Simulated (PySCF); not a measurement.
**Continuum solvent and chemical shifts**

Atom-mapped SMILES (the numbers label the heavy atoms): `[CH3:1][O:2][SiH2:3][O:4][CH2:5][CH2:6][SiH3:7]`. Each H is labelled by its parent atom.

GIAO PBE0/pcSseg-1 in PySCF on one PBE0-D3(BJ)/def2-SVP conformer, non-relativistic, equivalent nuclei averaged. Solvents enter as an IEF-PCM continuum (benzene with ε = 2.3, chloroform with ε = 4.7) around the gas-phase geometry. Shifts are referred to TMS computed in the same medium.

Gas phase, δ in ppm: C5 66.6, C1 53.7, C6 15.7, Si3 -24.9, Si7 -71.3, H(Si3) 4.58, H(C5) 3.80, H(Si7) 3.78, H(C1) 3.68, H(C6) 1.16. Dipole moment 1.63 D.

Q: How does each δ change in the continuum?

A: 
```tsv
atoms	environment	Δδ, benzene	Δδ, chloroform
C5	sp3 CH2 bonded to O	+0.3	+0.6
C1	methyl carbon bonded to O	+0.7	+1.0
C6	sp3 CH2 bonded to Si	+0.2	+0.4
Si3	silicon bonded to 2 O, 2 H	-0.1	0.0
Si7	silicon bonded to C, 3 H	+0.4	+0.6
H(Si3)	hydrogen on a silicon bonded to 2 O	-0.02	-0.02
H(C5)	hydrogen on an sp3 CH2 bonded to O	+0.06	+0.11
H(Si7)	hydrogen on a silicon bonded to C	-0.03	-0.04
H(C1)	hydrogen on a methyl carbon bonded to O	+0.06	+0.10
H(C6)	hydrogen on an sp3 CH2 bonded to Si	+0.04	+0.05
```

Changes are relative to the gas phase. The dipole moment becomes 1.86 D in benzene, 2.03 D in chloroform.

Q: Which of the listed nuclei move most (in ppm), and what does the model miss? (N and O are left out, as their reference compounds move with the solvent too.)

A: C1 (methyl carbon bonded to O, +1.0 ppm) in chloroform. A continuum only polarises the solute; specific hydrogen bonds, the anisotropy of aromatic solvents and changes of geometry or conformer are outside it.
